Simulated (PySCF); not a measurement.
F2OTa, doublet, geometry from GFN2-xTB (such geometries of metal compounds can be far from the true shape) (the multiplicity is a formal guess) (core potentials on Ta); R2SCAN/def2-SVP in PySCF.

Here is a job for PySCF.
```python
from pyscf import gto, scf, dft

mol = gto.M(
    atom='''
Ta    0.004497   -0.001483   -0.000897
O     1.614449   -0.532308   -0.322242
F    -0.661223   -0.435282    1.640112
F    -0.810314    0.920470   -1.346395
''',
    basis='def2-svp',
    ecp={'Ta': 'def2-svp'},
    charge=0,
    spin=1,
    verbose=4,
)

mf = dft.UKS(mol)
mf.xc = 'r2scan'
mf.diis_space = 12
mf.kernel()
```

It wrote (shortened):

```
PySCF version 2.14.0

[INPUT] verbose = 4
[INPUT] num. atoms = 4
[INPUT] num. electrons = 39
[INPUT] charge = 0
[INPUT] spin (= nelec alpha-beta = 2S) = 1
[INPUT] symmetry False subgroup None
[INPUT] Mole.unit = angstrom
[INPUT] Symbol           X                Y                Z      unit          X                Y                Z       unit  Magmom
[INPUT]  1 Ta     0.004497000000  -0.001483000000  -0.000897000000 AA    0.008498098382  -0.002802463843  -0.001695084334 Bohr   0.0
[INPUT]  2 O      1.614449000000  -0.532308000000  -0.322242000000 AA    3.050866452078  -1.005916333915  -0.608949125832 Bohr   0.0
[INPUT]  3 F     -0.661223000000  -0.435282000000   1.640112000000 AA   -1.249530377263  -0.822563766953   3.099362493613 Bohr   0.0
[INPUT]  4 F     -0.810314000000   0.920470000000  -1.346395000000 AA   -1.531271534901   1.739436205878  -2.544317805484 Bohr   0.0

nuclear repulsion = 138.213194783847
number of shells = 30
number of NR pGTOs = 129
number of NR cGTOs = 74
basis = def2-svp
ecp = {'Ta': 'def2-svp'}

******** <class 'pyscf.dft.uks.UKS'> ********
method = UKS
initial guess = minao
damping factor = 0
level_shift factor = 0
DIIS = <class 'pyscf.scf.diis.CDIIS'>
diis_start_cycle = 1
diis_space = 12
diis_damp = 0
SCF conv_tol = 1e-09
SCF conv_tol_grad = None
SCF max_cycles = 50
direct_scf = True
direct_scf_tol = 1e-13
number electrons alpha = 20  beta = 19
XC library pyscf.dft.libxc version 7.1.2
    S. Lehtola, C. Steigemann, M. J. T. Oliveira, and M. A. L. Marques,  SoftwareX 7, 1–5 (2018)
XC functionals = r2scan
    J. W. Furness, A. D. Kaplan, J. Ning, J. P. Perdew, and J. Sun,  J. Phys. Chem. Lett. 11, 8208–8215 (2020)
    J. W. Furness, A. D. Kaplan, J. Ning, J. P. Perdew, and J. Sun,  J. Phys. Chem. Lett. 11, 9248–9248 (2020)
    J. W. Furness, A. D. Kaplan, J. Ning, J. P. Perdew, and J. Sun,  J. Phys. Chem. Lett. 11, 8208–8215 (2020)
    J. W. Furness, A. D. Kaplan, J. Ning, J. P. Perdew, and J. Sun,  J. Phys. Chem. Lett. 11, 9248–9248 (2020)
radial grids:
    Treutler-Ahlrichs [JCP 102, 346 (1995); DOI:10.1063/1.469408] (M4) radial grids

becke partition: Becke, JCP 88, 2547 (1988); DOI:10.1063/1.454033
pruning grids: <function nwchem_prune>
grids dens level: 3
symmetrized grids: False
atomic radii adjust function: <function treutler_atomic_radii_adjust>
small_rho_cutoff = 0
Set gradient conv threshold to 3.16228e-05
tot grids = 66616
init E= -318.978497635973

cycle= 1 E= -331.61402057061  delta_E= -12.6  |g|= 0.64  |ddm|= 5.59
cycle= 2 E= -331.215531891534  delta_E= 0.398  |g|= 1.19  |ddm|= 1.49
cycle= 3 E= -331.640333949242  delta_E= -0.425  |g|= 0.561  |ddm|= 1.07
cycle= 4 E= -331.788210651897  delta_E= -0.148  |g|= 0.0491  |ddm|= 0.521
cycle= 5 E= -331.788226050438  delta_E= -1.54e-05  |g|= 0.0464  |ddm|= 0.0509
cycle= 6 E= -331.789018790176  delta_E= -0.000793  |g|= 0.0117  |ddm|= 0.0369
cycle= 7 E= -331.789075859249  delta_E= -5.71e-05  |g|= 0.00318  |ddm|= 0.00798
cycle= 8 E= -331.789081438735  delta_E= -5.58e-06  |g|= 0.00072  |ddm|= 0.00351
cycle= 9 E= -331.789081977621  delta_E= -5.39e-07  |g|= 0.000171  |ddm|= 0.00134
cycle= 10 E= -331.78908203121  delta_E= -5.36e-08  |g|= 2.05e-05  |ddm|= 0.000624
cycle= 11 E= -331.789082031635  delta_E= -4.25e-10  |g|= 9.31e-06  |ddm|= 4.5e-05
Extra cycle  E= -331.789082031558  delta_E= 7.69e-11  |g|= 1.89e-05  |ddm|= 1.85e-05
converged SCF energy = -331.789082031558  <S^2> = 0.75541704  2S+1 = 2.0054097
```
